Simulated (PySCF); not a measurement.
**Ionisation energy of Rh(2+) by level of theory**

Rh(2+) [Kr] 4d7 (4F) → Rh(3+) [Kr] 4d6 (5D), as a difference of total energies. All numbers are calculated (PySCF 2.14, scalar relativity through the core potential, in def2-TZVPPD with the def2 core potential (28 electrons) (6s4p3d2f1g, 56 functions)). Correlated levels: valence: 4s2 4p6 frozen; valence and next inner shell: nothing frozen outside the core potential. The calculations carry no spin-orbit coupling.

```
                                method  ionisation energy (eV)  difference from reference (eV)
                                   UHF                  29.428                          -1.632
                                   LDA                  31.359                          +0.299
                                   PBE                  31.204                          +0.144
                                  PBE0                  31.060                           0.000
                                r2SCAN                  30.865                          -0.195
                                 B3LYP                  31.280                          +0.220
                                M06-2X                  31.365                          +0.305
                                   M06                  31.290                          +0.230
                                PBEsol                  31.117                          +0.057
                         MP2 (valence)                  30.709                          -0.351
                     SCS-MP2 (valence)                  30.862                          -0.198
    MP2 (valence and next inner shell)                  30.602                          -0.458
SCS-MP2 (valence and next inner shell)                  30.597                          -0.463
```

Reference: 31.06 eV (semi-empirical (NIST evaluation); NIST Atomic Spectra Database, ionization energies).

The reference lies between the lowest fine-structure levels, while these numbers refer to the centres of the terms.

Errors of the correlated levels include the incompleteness of this basis and the frozen core.
